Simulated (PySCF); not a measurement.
How exact exchange moves a shielding

Molecule: SMILES B(C(C)C)(O)O, C₃H₉BO₂.

Geometry (Å), atoms numbered from 1 in this order:
```xyz
15

C    -0.5011    1.0744   -1.1628
C    -0.6680    0.1941    0.0789
C    -1.7605   -0.8558   -0.1315
B     0.7083   -0.4894    0.4454
O     1.2179   -1.4048   -0.4332
O     1.3364   -0.1390    1.6078
H    -1.4495    1.5667   -1.4360
H    -0.1771    0.4756   -2.0292
H     0.2486    1.8667   -1.0074
H    -0.9544    0.8376    0.9281
H    -1.4977   -1.5374   -0.9561
H    -2.7254   -0.3844   -0.3826
H    -1.9184   -1.4713    0.7685
H     2.0613   -1.7936   -0.1840
H     2.1752   -0.5815    1.7700
```

GIAO shieldings (ppm, equivalent atoms averaged) in PySCF 2.14 on the PBE0-D3(BJ)/def2-SVP geometry, basis pcSseg-1, gas phase, non-relativistic:

| functional | exact exchange (%) | σ(B4) | σ(O5/O6) |
| --- | --- | --- | --- |
| BLYP | 0 | 62.5 | 204.1 |
| BP86 | 0 | 65.6 | 205.2 |
| PBE | 0 | 65.1 | 204.4 |
| PBE0 | 25 | 69.3 | 214.3 |
| mPW1PW91 | 25 | 69.3 | 214.1 |
| BHandHLYP | 50 | 71.3 | 222.9 |
| HF | 100 | 81.6 | 238.5 |

Problem. Fit each shielding as a line in the percentage of exact exchange.

Solution. σ(B4) = 64.5 + 0.17 x (rms 1.1 ppm); σ(O5/O6) = 205.0 + 0.34 x (rms 0.7 ppm). The functionals also differ in their semilocal parts, which the line can't hold; Hartree–Fock has no correlation at all.

Problem. What does the line predict for B3LYP (20 %), and what does the run give?

Solution. σ(B4): 67.9 predicted, 66.0 computed; σ(O5/O6): 211.8 predicted, 212.1 computed ppm.
